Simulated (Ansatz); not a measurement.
Geometry optimisation, Ansatz 0.2.0, RKS B3LYP/def2-SVP.

Input file:

```yaml
crystal:
  periodic: [false, false, false]
  atoms:
    - { symbol: C, position_ang: [-0.9827, 0.4889, -0.914] }
    - { symbol: Ge, position_ang: [0.0461, -0.6693, 0.1554] }
    - { symbol: "N", position_ang: [1.0607, 0.3337, 1.3208] }
    - { symbol: H, position_ang: [-1.578, -0.0492, -1.6311] }
    - { symbol: H, position_ang: [-0.3651, 1.204, -1.5186] }
    - { symbol: H, position_ang: [-1.69, 1.15, -0.2666] }
    - { symbol: H, position_ang: [0.9975, -1.5017, -0.7632] }
    - { symbol: H, position_ang: [-0.8392, -1.5947, 0.9544] }
    - { symbol: H, position_ang: [0.88145, 1.35393, 1.17276] }
    - { symbol: H, position_ang: [0.69263, 0.1498, 2.32332] }
basis:
  gaussian: { orbitals: def2-SVP }
hamiltonian:
  xc: b3lyp
relax:
  f_tol: 0.015
  max_steps: 40
```

Command:

```bash
$ ansatz run input.yaml --threads 2 --pin off --max-ram 3072MiB --backend cpu --events-out ev --progress --plain --runs-dir out
```

**Question.** Where does it end, and by what steps?

**Answer.** The forces met the threshold. The force dipped under the threshold on the way, but the program's further checks kept it going. After 14 steps the energy has fallen by 0.325 eV; H9 moved furthest, 0.87 Å.

| step | energy less start (eV) | largest force component (eV/Å) | accepted |
| --- | --- | --- | --- |
| 0 | 0.0000 | 2.800 | yes |
| 1 | -0.2471 | 1.079 | yes |
| 2 | -0.2817 | 0.199 | yes |
| 3 | -0.2860 | 0.121 | yes |
| 4 | -0.2932 | 0.352 | yes |
| 5 | -0.3094 | 0.119 | yes |
| 6 | -0.2735 | 1.171 | no |
| 7 | -0.3162 | 0.058 | yes |
| 8 | -0.3185 | 0.273 | yes |
| 9 | -0.3236 | 0.012 | yes |
| 10 | -0.3241 | 0.085 | yes |
| 11 | -0.3225 | 0.185 | no |
| 12 | -0.3245 | 0.007 | yes |
| 13 | -0.3246 | 0.018 | yes |
| 14 | -0.3246 | 0.003 | yes |

```xyz
10
Properties=species:S:1:pos:R:3
C -1.112 0.516 -0.938
Ge 0.047 -0.640 0.166
N 0.977 0.220 1.520
H -1.620 -0.084 -1.709
H -0.519 1.297 -1.440
H -1.878 1.005 -0.317
H 1.117 -1.303 -0.731
H -0.814 -1.721 0.859
H 1.641 0.921 1.195
H 0.384 0.653 2.228
```

Time of the run: 25 s on 2 threads of Intel(R) Xeon(R) Platinum 8488C (Sapphire Rapids), on a shared host, peak memory 0.22 GiB.
